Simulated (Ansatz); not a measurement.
`C[Si]N([SiH3])[SiH3]` + NH₃ → `N[Si]N([SiH3])[SiH3]` + CH₄ at 400 K and 1 bar (ligand exchange at the Si–C bond).

Isolated molecules relaxed with PBE0-D4/def2-TZVP in Ansatz; ΔE leaves out vibrations. CCSD(T)/CBS adds triple-zeta CCSD(T) − MP2 to the extrapolated MP2 energy (def2 sets, frozen cores). This one scheme is used for every species. Each species was taken in one conformer, which may not be the lowest.

| species | CCSD(T)/CBS energy (Eh) | H − E (kJ/mol) | S (J/(mol·K)) |
| --- | --- | --- | --- |
| `C[Si]N([SiH3])[SiH3]` | -965.43545 | 287.7 | 442.4 |
| NH₃ | -56.50880 | 104.2 | 203.1 |
| `N[Si]N([SiH3])[SiH3]` | -981.52495 | 261.5 | 432.8 |
| CH₄ | -40.46206 | 131.3 | 197.2 |

H − E and S are ideal-gas, rigid-rotor, harmonic terms from PBE0-D4/def2-TZVP, for one conformer and one mirror image of each species. 1 Eh = 2625.50 kJ/mol, R = 8.31446 J/(mol·K).

Q: By hand: ΔE, ΔH, ΔS and ΔG.

A: ΔE = (-981.52495) + (-40.46206) − (-965.43545) − (-56.50880) = -0.04276 Eh = -112.3 kJ/mol. Δ(H − E) = 261.5 + 131.3 − 287.7 − 104.2 = 0.9, so ΔH = -111.4 kJ/mol. ΔS = 432.8 + 197.2 − 442.4 − 203.1 = -15.5 J/(mol·K). ΔG = -111.4 − 400 × (-15.5)/1000 = -105.2 kJ/mol.

Q: By hand: the equilibrium constant, and the temperature at which ΔG would vanish if ΔH and ΔS stayed fixed.

A: log₁₀ K = −ΔG/(RT ln 10) = 13.7. ΔG = 0 at ΔH/ΔS = 7187 K, far beyond where these terms or the molecules hold.

ΔH outweighs TΔS. A doubt of 5 kJ/mol in ΔE shifts log₁₀ K by 0.7 here. Other conformers and mirror images would add mixing entropy, several J/(mol·K) or more a flexible species. Modes under 60 cm⁻¹, often nearly free rotors, make the harmonic entropy too high. These are equilibria of isolated gas molecules and say nothing of rates. Largest T1 diagnostic: 0.013 (customary marks: 0.02 for closed shells, 0.045 for open ones).
